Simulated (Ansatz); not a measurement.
Species: F₃In, SMILES `[F][In]([F])[F]` (charge 0, multiplicity 1).

### Question
Give a relaxed geometry from PBE0-D4/def2-SVP in Ansatz (an electronic-structure program).

### Answer
the end point of this relaxation (outside a Z-matrix the atoms follow the SMILES, hydrogens last).
Z-matrix (Å, degrees):
```
In
F 1 1.9349
F 1 1.9349 2 120.02
F 1 1.9349 2 119.97 3 180.00
```
